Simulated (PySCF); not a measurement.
## A ladder of Hamiltonians for Al⁹⁺ (aluminium, charge +9)

Occupied: 1s1/2, 2s1/2. Hartree-Fock calculated with PySCF 2.14 in an uncontracted even-tempered set (17 s from 0.37 bohr⁻², ratio 2.7; 11 p from 0.44 bohr⁻², ratio 2.7), Gaussian nucleus throughout. NR is non-relativistic, sf-X2C the spin-free one-electron X2C Hamiltonian, X2C adds the bare one-electron spin-orbit term, X2C-SNSO screens it by Boettger's factors, DC is four-component Dirac-Coulomb, and the Gaunt and Breit terms are added at first order (total energies over the DC spinors, levels after relaxing the spinors in that mean field). QED terms are absent. Levels marked empty are virtual spinors of this ion.

```csv
Hamiltonian,E (hartree),E − E(DC) (hartree),CPU seconds
NR,-191.6410,0.4329,0.27
sf-X2C,-192.0582,0.0157,0.14
X2C,-192.0582,0.0157,0.14
X2C-SNSO,-192.0582,0.0157,0.14
DC,-192.0739,0.0000,2.4
DC+Gaunt,-192.0418,0.0321,4.3
DC+Breit,-192.0423,0.0316,38
```

| level (eV) | NR | sf-X2C | X2C | X2C-SNSO | DC | DC+Gaunt | DC+Breit |
| --- | --- | --- | --- | --- | --- | --- | --- |
| 1s1/2 | -1958.3 | -1962.0 | -1962.0 | -1962.0 | -1962.4 | -1961.6 | -1961.6 |
| 2s1/2 | -393.68 | -394.64 | -394.64 | -394.64 | -394.67 | -394.60 | -394.61 |
| 2p1/2 (empty) | -329.33 | -329.52 | -330.04 | -329.96 | -329.97 | -329.86 | -329.88 |
| 2p3/2 (empty) | -329.33 | -329.52 | -329.27 | -329.31 | -329.31 | -329.25 | -329.26 |
| 3s1/2 (empty) | -142.62 | -142.88 | -142.88 | -142.88 | -142.89 | -142.87 | -142.88 |

```
interval (eV)     X2C  X2C-SNSO      DC  DC+Gaunt  DC+Breit
2p3/2 − 2p1/2  0.7719    0.6528  0.6641    0.6174    0.6175
```

Weight of the small component: 1s1/2 0.00214, 2s1/2 0.000414, 2p1/2 0.000383, 2p3/2 0.000382, 3s1/2 0.000144.

Koopmans' value for the highest occupied level at DC+Breit: 394.61 eV, against an ionisation energy of 398.65 ± 0.06 eV (semi-empirical (NIST evaluation); NIST Atomic Spectra Database, ionization energies); the former lacks relaxation, correlation, QED and recoil.

The whole ladder took 46 s of wall time on 1 thread of Neoverse-N1 (shared host), launched as `OMP_NUM_THREADS=1 python relrun2.py TASK.json OUT` (a driver that calls PySCF for each Hamiltonian).
